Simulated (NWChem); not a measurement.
All runs are NWChem calculations. System: dimethyl telluride (C₂H₆Te), charge 0, spin multiplicity 1, at a geometry optimised with PBE/def2-SVP with def2 effective core potentials on Te. Level: MP2/def2-TZVP with def2 effective core potentials on Te, 6 core orbitals frozen.

Job file:

```
start mol
memory heap 200 mb stack 900 mb global 1100 mb
geometry units angstroms nocenter noautoz
  C     -1.595097     0.000000    -1.080091
  Te     0.000000     0.000000     0.400622
  C      1.595097     0.000000    -1.080091
  H     -1.529712    -0.909867    -1.704715
  H     -2.552823     0.000000    -0.526197
  H     -1.529712     0.909867    -1.704715
  H      1.529712    -0.909867    -1.704715
  H      2.552823     0.000000    -0.526197
  H      1.529712     0.909867    -1.704715
  symmetry group C2v
end
basis spherical
  * library def2-tzvp
end
ecp
  Te library def2-ecp
end
scf
  rhf
  nopen 0
  maxiter 100
  thresh 1e-7
  semidirect memsize 60000000 filesize 0
end
mp2
  freeze core 6
end
task mp2 energy
```

Part of the output:

```
             Northwest Computational Chemistry Package (NWChem) 7.3.0
             --------------------------------------------------------

                                NWChem Input Module
                                -------------------

 Scaling coordinates for geometry "geometry" by  1.889725989
 (inverse scale =  0.529177249)

 Turning off AUTOSYM since
 SYMMETRY directive was detected!

                             Geometry "geometry" -> ""
                             -------------------------

 Output coordinates in angstroms (scale by  1.889725989 to convert to a.u.)

  No.       Tag          Charge          X              Y              Z
 ---- ---------------- ---------- -------------- -------------- --------------
    1 C                    6.0000    -1.59509700     0.00000000    -1.08009100
    2 Te                  52.0000     0.00000000     0.00000000     0.40062200
    3 C                    6.0000     1.59509700     0.00000000    -1.08009100
    4 H                    1.0000    -1.52971200    -0.90986700    -1.70471500
    5 H                    1.0000    -2.55282300     0.00000000    -0.52619700
    6 H                    1.0000    -1.52971200     0.90986700    -1.70471500
    7 H                    1.0000     1.52971200    -0.90986700    -1.70471500
    8 H                    1.0000     2.55282300     0.00000000    -0.52619700
    9 H                    1.0000     1.52971200     0.90986700    -1.70471500

 Effective nuclear repulsion energy (a.u.)     243.4445916606

            Nuclear Dipole moment (a.u.)
            ----------------------------
        X                 Y               Z
 ---------------- ---------------- ----------------
     0.0000000000     0.0000000000    -0.0000037795

      Symmetry information
      --------------------

 Group name             C2v
 Group number             16
 Group order               4
 No. of unique centers     4

      Symmetry unique atoms

     1    2    4    5


 Summary of "ao basis" -> "" (spherical)
 ------------------------------------------------------------------------------
       Tag                 Description            Shells   Functions and Types
 ---------------- ------------------------------  ------  ---------------------
 *                         def2-tzvp                  on all atoms

 Summary of "ao basis" -> "ao basis" (spherical)
 ------------------------------------------------------------------------------
       Tag                 Description            Shells   Functions and Types
 ---------------- ------------------------------  ------  ---------------------
 C                         def2-tzvp                11       31   5s3p2d1f
 Te                        def2-tzvp                16       50   6s5p3d2f
 H                         def2-tzvp                 4        6   3s1p

                                 NWChem SCF Module
                                 -----------------

  ao basis        = "ao basis"
  functions       =   148
  atoms           =     9
  closed shells   =    21
  open shells     =     0
  charge          =   0.00
  wavefunction    = RHF
  use symmetry    = T
  symmetry adapt  = T

 Summary of "ao basis" -> "ao basis" (spherical)
 ------------------------------------------------------------------------------
       Tag                 Description            Shells   Functions and Types
 ---------------- ------------------------------  ------  ---------------------
 C                         def2-tzvp                11       31   5s3p2d1f
[...]
              MO Center= -4.9D-15, -1.3D-17, -6.4D-01, r^2= 8.9D+00
   Bfn.  Coefficient  Atom+Function         Bfn.  Coefficient  Atom+Function
  ----- ------------  ---------------      ----- ------------  ---------------
     5      2.716772  1 C  s                 86      2.716772  3 C  s
    37     -1.607708  2 Te s                 52      1.035677  2 Te pz
   115     -0.964143  4 H  s                127     -0.964143  6 H  s
   133     -0.964143  7 H  s                145     -0.964143  9 H  s
   121     -0.694866  5 H  s                139     -0.694866  8 H  s

 Vector   24  Occ=0.000000D+00  E= 1.441370D-01  Symmetry=a1
              MO Center= -7.1D-15,  3.2D-16,  4.1D-02, r^2= 9.3D+00
   Bfn.  Coefficient  Atom+Function         Bfn.  Coefficient  Atom+Function
  ----- ------------  ---------------      ----- ------------  ---------------
     5      1.886464  1 C  s                 86      1.886464  3 C  s
    52     -1.218555  2 Te pz               121     -1.215273  5 H  s
   139     -1.215273  8 H  s                115     -1.067929  4 H  s
   127     -1.067929  6 H  s                133     -1.067929  7 H  s
   145     -1.067929  9 H  s                 37      0.909531  2 Te s

 center of mass
 --------------
 x =   0.00000000 y =   0.00000000 z =   0.21488218

 moments of inertia (a.u.)
 ------------------
         222.800397854312           0.000000000000          -0.000000000000
           0.000000000000         509.541866014333           0.000000000000
          -0.000000000000           0.000000000000         310.577206733226

  Mulliken analysis of the total density
  --------------------------------------

    Atom       Charge   Shell Charges
 -----------   ------   -------------------------------------------------------
    1 C    6     6.46   0.85  1.12  0.47  0.74  0.06  1.19  1.50  0.46  0.01  0.05  0.00
    2 Te  24    23.87   0.28 -0.83  1.55  1.00  1.04  0.81 -0.51  6.47  1.09  2.12  0.73  9.09  0.91  0.11  0.03  0.00
    3 C    6     6.46   0.85  1.12  0.47  0.74  0.06  1.19  1.50  0.46  0.01  0.05  0.00
    4 H    1     0.87   0.26  0.48  0.11  0.02
    5 H    1     0.87   0.26  0.48  0.11  0.02
    6 H    1     0.87   0.26  0.48  0.11  0.02
    7 H    1     0.87   0.26  0.48  0.11  0.02
    8 H    1     0.87   0.26  0.48  0.11  0.02
    9 H    1     0.87   0.26  0.48  0.11  0.02

       Multipole analysis of the density wrt the origin
       ------------------------------------------------

     L   x y z        total         open         nuclear
     -   - - -        -----         ----         -------
     0   0 0 0     -0.000000      0.000000     42.000000

     1   1 0 0     -0.000000      0.000000      0.000000
     1   0 1 0      0.000000      0.000000      0.000000
     1   0 0 1     -0.550429      0.000000    -21.197846

     2   2 0 0    -28.129251      0.000000    189.001789
     2   1 1 0      0.000000      0.000000      0.000000
     2   1 0 1      0.000000      0.000000     -0.000000
     2   0 2 0    -32.755338      0.000000     11.825336
     2   0 1 1     -0.000000      0.000000      0.000000
     2   0 0 2    -30.318130      0.000000    107.235812

                   NWChem MP2 Semi-direct Energy/Gradient Module
                   ---------------------------------------------

  Basis functions       =    148
  Molecular orbitals    =    148
  Frozen core           =      6
  Frozen virtuals       =      0
  Active alpha occupied =     15
  Active beta occupied  =     15
  Active alpha virtual  =    127
  Active beta virtual   =    127
  Use MO symmetry       = T
  Use skeleton AO sym   = T

  AO/Fock/Back tols     =   1.0D-09  1.0D-09  1.0D-09

 GA uses MA = F    GA memory limited = T

 Available:
  local mem=  1.26D+08
 global mem=  1.44D+08
 local disk=  0.00D+00
  mp2_memr nvloc                   127
  nvloc new                   127
   1 passes of  15:        5242880                     139896                  69574567.
   1 passes of  15: M    126137896           G      144135392           F     120895016.

 Semi-direct pass number   1 of   1  for RHF alpha+beta  at        6.4s
  vrange nnbf                 10736
  mp2_eaftype                   265  avail_ma_in_mb                  1099
 EAF : mp2_eaftype filesize         265   34787284.
  mp2_eaf for mointskh                    265
Node 0 wrote    163.6 Mb in      0.1 s     Agg I/O rate:  1894.5 Mb/s
 Done moints_semi at       21.2s
  mp2_eaftype                   265  avail_ma_in_mb                   834
 EAF : mp2_eaftype filesize         265   34787284.
  mp2_eaf for kh                   265
 Done maket at       21.9s
 Done multipass loop at       21.9s

          -------------------------------------------
          SCF energy                -346.246571141240
          Correlation energy          -0.814938557223
          Singlet pairs               -0.451675283690
          Triplet pairs               -0.363263273533
          Total MP2 energy          -347.061509698462
          -------------------------------------------

          ---------------------------------------------------
                    Spin Component Scaled (SCS) MP2
          Same spin pairs                     -0.242175515688
          Same spin scaling factor             0.333333333333
          Opposite spin pairs                 -0.572763041534
          Opposite spin scaling fact.          1.200000000000
          SCS-MP2 correlation energy          -0.768040821738
          Total SCS-MP2 energy              -347.014611962977
          ---------------------------------------------------

 -----------------------
 Performance information
 -----------------------

 Timer overhead =  1.89D-07 seconds/call

               Nr. of calls         CPU time (s)                 Wall time (s)                GFlops
             ---------------    -------------------     ------------------------------   -------------------
Name         Min   Avg   Max    Min     Avg     Max     Min     Avg     Max   Mx/calls   Min     Max     Sum
mp2: moin     1     1     1    15.     15.     15.      15.     15.     15.     15.      0.0     0.0     0.0
mp2: make     1     1     1   0.76    0.76    0.76     0.76    0.76    0.76    0.76      0.0     0.0     0.0
mp2: tota     1     1     1    16.     16.     16.      16.     16.     16.     16.      0.0     0.0     0.0

 The average no. of pstat calls per process was 3.00D+00
 with a timing overhead of 5.66D-07s

 Task  times  cpu:       21.9s     wall:       21.9s

 Total times  cpu:       21.9s     wall:       21.9s
```
